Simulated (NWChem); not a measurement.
# DABCO (C$_{6}$H$_{12}$N$_{2}$); SMILES C1CN2CCN1CC2

```xyz
20

C     -0.3553     1.3260    -0.7786
C     -0.3553     1.3260     0.7786
N      0.0000     0.0000     1.2670
C      1.3260    -0.3553     0.7786
C      1.3260    -0.3553    -0.7786
N      0.0000     0.0000    -1.2670
C     -0.9707    -0.9707    -0.7786
C     -0.9707    -0.9707     0.7786
H     -1.3443     1.5941    -1.1852
H      0.3671     2.0527    -1.1852
H      0.3671     2.0527     1.1852
H     -1.3443     1.5941     1.1852
H      1.5941    -1.3443     1.1852
H      2.0527     0.3671     1.1852
H      1.5941    -1.3443    -1.1852
H      2.0527     0.3671    -1.1852
H     -0.7084    -1.9612    -1.1852
H     -1.9612    -0.7084    -1.1852
H     -1.9612    -0.7084     1.1852
H     -0.7084    -1.9612     1.1852
```
Atoms are numbered in this order, from 1.

Program: NWChem. Pople sets run with spherical d functions. All runs use the structure optimised with PBE0/def2-SVP. No frequency run checked for a minimum. COSMO at PBE0/6-31G*, default radii, gas-phase geometry; f = (ε − 1)/ε scales the surface charges.

```
row            f  electrostatic solvation energy (kcal/mol)
--------  ------  -----------------------------------------
ε = 2.4   0.5833                                      -3.02
ε = 4.8   0.7917                                      -4.20
ε = 7.6   0.8684                                      -4.64
ε = 11.7  0.9145                                      -4.92
ε = 37.5  0.9733                                   withheld
```

Fit a straight line of the last column on the one before it, predict the withheld value, and compare with the run.


1. Means of the 4 shown rows: x = 0.78947, y = -4.195. Slope Σ(x − x̄)(y − ȳ)/Σ(x − x̄)² = -0.3680/0.06437 = -5.717; intercept 0.318.
2. The shown rows scatter about the line by 0.007 (root mean square); the largest residual is -0.01, at ε = 11.7.
3. At x = 0.9733 (ε = 37.5; beyond the shown range) the line gives -5.25.
4. The run gives -5.27, -0.02 from the line.
